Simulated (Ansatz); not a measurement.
`[CH3][Nb]([NH2])([F])=[S]`, relaxed with RKS PBE-D4/def2-SVP in the Gaussian-basis code of Ansatz from a rough embedded geometry. The force threshold is 0.03 eV/Å; the program also tests the step.

Charge 0, multiplicity 1. Nb: def2 effective core potential.

Start:

```xyz
10

C     0.953   -0.033   -1.225
Nb    0.142   -0.366    0.790
N    -1.779    0.443    0.845
F    -0.004   -2.329    1.190
S     1.303    0.525    2.215
H     1.069    1.082   -1.382
H     0.355   -0.500   -1.961
H     2.008   -0.453   -1.205
H    -1.726    1.523    0.727
H    -2.322    0.108    0.005
```

| step | energy (eV) | largest force (eV/Å) | largest move (Å) |
| --- | --- | --- | --- |
| 1 | -17697.8170 | 4.908 | 0.000 |
| 2 | -17698.4486 | 2.899 | 0.195 |
| 3 | -17698.6999 | 2.236 | 0.195 |
| 4 | -17698.8330 | 0.550 | 0.138 |
| 5 | -17698.8398 | 0.813 | 0.200 |
| 6 | -17698.8610 | 0.377 | 0.125 |
| 7 | -17698.8648 | 0.201 | 0.094 |
| 8 | -17698.8666 | 0.096 | 0.034 |
| 9 | -17698.8670 | 0.020 | 0.008 |

End:

```xyz
10

C     1.027   -0.072   -1.168
Nb    0.079   -0.388    0.736
N    -1.639    0.542    0.607
F    -0.012   -2.252    1.007
S     1.295    0.712    2.146
H     1.171    1.002   -1.406
H     0.414   -0.539   -1.971
H     2.027   -0.560   -1.152
H    -1.905    1.419    1.068
H    -2.458    0.135    0.134
```

Hardware: 4 threads of an INTEL XEON PLATINUM 8581C on a shared host. Wall time 11 s, peak host memory 0.21 GiB.
